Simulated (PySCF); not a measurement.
CH3Cl2Ga, SMILES [CH3][Ga]([Cl])[Cl]. Heavy atoms are numbered as in [Ga:1]([Cl:2])([Cl:3])[CH3:4]. Hydrogens are named by the atom that carries them.

Geometry optimised at PBE-D3(BJ)/def2-SVP. The structure was generated by enumeration; whether it is a known compound was not checked.

Level of theory: PBE/def2-TZVP in PySCF.

ESP charges are fitted to the potential on shells at 1.4 to 2.0 van der Waals radii. Atomic charges (e), one atom of each kind:

```
atom      Löwdin  ESP fit    IAO
--------  ------  -------  -----
Ga1          [?]     0.60   0.77
Cl2          [?]    -0.26  -0.29
C4 (CH3)     [?]    -0.58  -0.72
H on C4      [?]     0.16   0.18
```

Q: Some entries are withheld; supply them. (An estimate is asked for; the answer gives what the named calculation found.)

A: 
- Ga1, Löwdin: -0.30
- Cl2, Löwdin: 0.18
- C4 (CH3), Löwdin: -0.49
- H on C4, Löwdin: 0.15
